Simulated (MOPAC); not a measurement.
Input file for MOPAC: PM3 on ClFGeH2 (SMILES [F][GeH2][Cl]), a point of a bond scan (R = 4.701 Å).

```
PM3 1SCF PRECISE CHARGE=0 THREADS=1
ClFGeH2

Ge    -0.48721924 1    -0.28782149 1     0.04175761 1
F     -2.33190260 1     4.03587519 1     0.02173905 1
Cl     1.64415390 1    -0.04137166 1    -0.10759465 1
H     -0.82640627 1    -0.91124549 1     1.39620161 1
H     -0.99927659 1    -0.99707760 1    -1.21242615 1
```

Program output:

```
*******************************************************************************
 **                                                                           **
 **                              MOPAC v23.2.5                                **
 **                                                                           **
 *******************************************************************************
 ** MOPAC's Digital Object Identifier: https://doi.org/10.5281/zenodo.6511958 **
 **                                                                           **
 ** Please cite the open-source release paper for use of this MOPAC version:  **
 ** J. E. Moussa and J. J. P. Stewart (2026)                                  **
 ** MOPAC: An open-source semiempirical molecular orbital program             **
 ** J. Open Source Softw., 11(119), 8025, https://doi.org/10.21105/joss.08025 **
 *******************************************************************************

                              PM3 CALCULATION RESULTS

 *******************************************************************************
 *  PM3        - The PM3 Hamiltonian to be used
 *
 *
 *
 *                 CHARGE ON SYSTEM = 0
 *
 *
 *
 *  PRECISE    - TIGHTER CRITERIA TO BE USED
 *  1SCF       - DO 1 SCF AND THEN STOP
 *  THREADS=1  - MULTI-THREADING NOT USED
 *  T=         - A TIME OF 172800.0 SECONDS REQUESTED
 *  DUMP=N     - RESTART FILE WRITTEN EVERY 7200.0 SECONDS REQUESTED
 *******************************************************************************
PM3 1SCF PRECISE CHARGE=0 THREADS=1
 ClFGeH2

   ATOM   CHEMICAL          X               Y               Z
  NUMBER   SYMBOL      (ANGSTROMS)     (ANGSTROMS)     (ANGSTROMS)

     1      Ge         -0.48721924  *  -0.28782149  *   0.04175761  *
     2       F         -2.33190260  *   4.03587519  *   0.02173905  *
     3      Cl          1.64415390  *  -0.04137166  *  -0.10759465  *
     4       H         -0.82640627  *  -0.91124549  *   1.39620161  *
     5       H         -0.99927659  *  -0.99707760  *  -1.21242615  *



          CARTESIAN COORDINATES

    NO.       ATOM           X           Y           Z

     1        Ge         -0.4872     -0.2878      0.0418
     2         F         -2.3319      4.0359      0.0217
     3        Cl          1.6442     -0.0414     -0.1076
     4         H         -0.8264     -0.9112      1.3962
     5         H         -0.9993     -0.9971     -1.2124

  H: (PM3): J. J. P. STEWART, J. COMP. CHEM. 10, 209 (1989).
  F: (PM3): J. J. P. STEWART, J. COMP. CHEM. 10, 209 (1989).
 Cl: (PM3): J. J. P. STEWART, J. COMP. CHEM. 10, 209 (1989).
 Ge: (PM3): J. J. P. STEWART, J. COMP. CHEM. 12, 320-341 (1991).

           Empirical Formula: H2 Ge F Cl  =     5 atoms



      MOLECULAR POINT GROUP   :   Cs


      RHF CALCULATION, NO. OF DOUBLY OCCUPIED LEVELS = 10



 ALL CONVERGERS ARE NOW FORCED ON
 SHIFT=10, PULAY ON, CAMP-KING ON
 AND ITERATION COUNTER RESET



 -------------------------------------------------------------------------------
 PM3 1SCF PRECISE CHARGE=0 THREADS=1
 ClFGeH2



     1SCF WAS SPECIFIED, SO BFGS WAS NOT USED
     SCF FIELD WAS ACHIEVED


                              PM3 CALCULATION
                                                       MOPAC v23.2.5 Linux




          FINAL HEAT OF FORMATION =         96.59435 KCAL/MOL =     404.15075 KJ/MOL


          COSMO AREA              =        132.12 SQUARE ANGSTROMS
          COSMO VOLUME            =        109.90 CUBIC ANGSTROMS

          IONIZATION POTENTIAL    =          8.264666 EV
          HOMO LUMO ENERGIES (EV) =         -8.265 -5.104
          NO. OF FILLED LEVELS    =         10
          MOLECULAR WEIGHT        =        129.0572         POINT GROUP:  Cs

          MOLECULAR DIMENSIONS (Angstroms)

            Atom       Atom       Distance
           Cl     3    F     2     5.69646
            F     2    H     4     2.79846
            H     5    F     2     2.31251


          SCF CALCULATIONS        =          1





   ATOM   CHEMICAL          X               Y               Z
  NUMBER   SYMBOL      (ANGSTROMS)     (ANGSTROMS)     (ANGSTROMS)

     1      Ge         -0.48721924  *  -0.28782149  *   0.04175761  *
     2       F         -2.33190260  *   4.03587519  *   0.02173905  *
     3      Cl          1.64415390  *  -0.04137166  *  -0.10759465  *
     4       H         -0.82640627  *  -0.91124549  *   1.39620161  *
     5       H         -0.99927659  *  -0.99707760  *  -1.21242615  *

                             CARTESIAN COORDINATES

   1   Ge       -0.487219240    -0.287821490     0.041757610
   2    F       -2.331902600     4.035875190     0.021739050
   3   Cl        1.644153900    -0.041371660    -0.107594650
   4    H       -0.826406270    -0.911245490     1.396201610
   5    H       -0.999276590    -0.997077600    -1.212426150


           Empirical Formula: H2 Ge F Cl  =     5 atoms



      MOLECULAR POINT GROUP   :   Cs


                  EIGENVALUES
 -56.04464 -16.76062 -15.16373 -14.60954 -13.80045 -12.47779 -12.01627 -10.94875
 -10.94873  -8.26467  -5.10392  -2.22255  -0.90075  -0.23398


              NET ATOMIC CHARGES AND DIPOLE CONTRIBUTIONS

  ATOM NO.   TYPE          CHARGE      No. of ELECS.   s-Pop       p-Pop
    1         Ge           0.677675        3.3223     0.86312     2.45920
    2          F          -0.494078        7.4941     1.99992     5.49416
    3         Cl          -0.089655        7.0897     1.97694     5.11271
    4          H          -0.046971        1.0470     1.04697
    5          H          -0.046971        1.0470     1.04697
 DIPOLE           X         Y         Z       TOTAL
 POINT-CHG.     3.652   -10.066     0.089    10.709
 HYBRID        -0.323     0.326     0.011     0.459
 SUM            3.329    -9.740     0.100    10.294


          ATOMIC ORBITAL ELECTRON POPULATIONS

     Atom    s        px        py        pz
    1 Ge   0.86312   0.74628   0.70465   1.00827
    2  F   1.99992   1.91885   1.57531   1.99999
    3 Cl   1.97694   1.28204   1.84806   1.98261
    4  H   1.04697
    5  H   1.04697

 **********************
 *                    *
 * JOB ENDED NORMALLY *
 *                    *
 **********************




 == MOPAC DONE ==
```

The run finished.

Cost: very roughly 0.07 core-seconds.
